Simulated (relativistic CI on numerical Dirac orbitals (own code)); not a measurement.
One change at a time: La XVIII

Base calculation: Dirac-Coulomb-Breit CI, orbitals from a KLI potential per configuration, model QED, unscaled Slater integrals.

Configuration list (outside the closed core [Ar] 3d10): 4s2 4p6 4d4, 4s2 4p5 4d5, 4s2 4p6 4d3 4f, 4s 4p6 4d5, 4s2 4p5 4d4 4f, 4s2 4p6 4d3 5s, 4s2 4p6 4d3 5p, 4s 4p6 4d4 4f, 4s2 4p6 4d2 4f 5s, 4s2 4p6 4d3 5d, 4s2 4p6 4d2 5s 5p, 4s2 4p5 4d4 5s, 4s2 4p6 4d3 5f, 4s2 4p6 4d3 6s, 4s2 4p6 4d3 6p, 4s 4p6 4d3 4f 5s, 4s2 4p6 4d3 6f, 4s2 4p6 4d3 7s, 4s2 4p6 4d3 7p, 4s 4p6 4d4 5p, 4p6 4d6, 4p5 4d7, 4p5 4d6 4f, 4s2 4p6 4d2 5s2, 4s2 4p6 4d 4f 5s2, 4s2 4p5 4d2 4f 5s2, 4s2 4p6 4d 5s2 5p. Double excitations out of closed p, d and f shells are left out; levels of such configurations are missing from the list, as are those of other unlisted configurations, and high levels can miss mixing partners. These lack a partner that the ground configuration has and come out too high: 4s2 4p5 4d4 5s.

Variants: (1) one mean potential for all configurations; (2) non-relativistic limit. Shifts of the energy above 4s2 4p6 4d4 5D_0, in cm⁻¹, for the lowest level and the first level of each name with at least 55 % of one term (blank where a level changes its place among those of its configuration and J or its character, or is not in the variant):

| Level | Base | Δ(1) | Δ(2) |
| --- | --- | --- | --- |
| 4s2 4p6 4d4 5D_0 | 0 | 0 | 0 |
| 4s2 4p6 4d4 5D_1 | 11998 | -6 | -11998 |
| 4s2 4p6 4d4 5D_2 | 22267 | -10 | -22267 |
| 4s2 4p6 4d4 5D_3 | 30216 | -11 | -30216 |
| 4s2 4p6 4d4 5D_4 | 35101 | -10 | -35101 |
| 4s2 4p6 4d4 3H_4 | 53359 | -12 | -14825 |
| 4s2 4p6 4d4 3G_3 | 64335 | -11 |  |
| 4s2 4p6 4d4 3H_5 | 66422 | -15 | -27887 |
| 4s2 4p6 4d4 3F_2 | 69024 | -10 | -22441 |
| 4s2 4p6 4d4 3H_6 | 71859 | -17 | -33325 |
| 4s2 4p6 4d4 3P_1 | 72575 | -11 | -23779 |
| 4s2 4p6 4d4 3G_4 | 79963 | -16 |  |
| 4s2 4p6 4d4 3G_5 | 99908 | -22 | -52336 |
| 4s2 4p6 4d4 1I_6 | 103688 | -24 | -46388 |
| 4s2 4p6 4d4 3D_1 | 106134 | -17 | -45928 |
| 4s2 4p6 4d4 1S_0 | 122885 | -17 | -50557 |
| 4s2 4p6 4d4 1F_3 | 128293 | -18 | -41395 |
| 4s2 4p6 4d4 1D_2 | 200709 | -15 |  |
| 4s2 4p5 4d5 7P°_4 | 744901 | -208 | -58622 |
| 4s2 4p5 4d5 7P°_3 | 776270 | -211 | -89991 |
| 4s2 4p5 4d5 5P°_1 | 806160 | -226 | -66835 |
| 4s2 4p5 4d5 5G°_6 | 807134 | -220 | -64889 |

At this charge energies of transitions that change n are usually good to better than 1 %, and those within a shell (Δn = 0) to a few per cent. Terms inside the open d or f shell come out 10 to 20 % too wide with unscaled integrals.

Ionisation energy from the two ground configurations alone: base 464.591 eV. The NIST ASD value (theoretical) is 464 eV.

LS names give the leading component of a level, which can be under half, so a name can repeat, a term be missing and a line seem to break the LS rules.
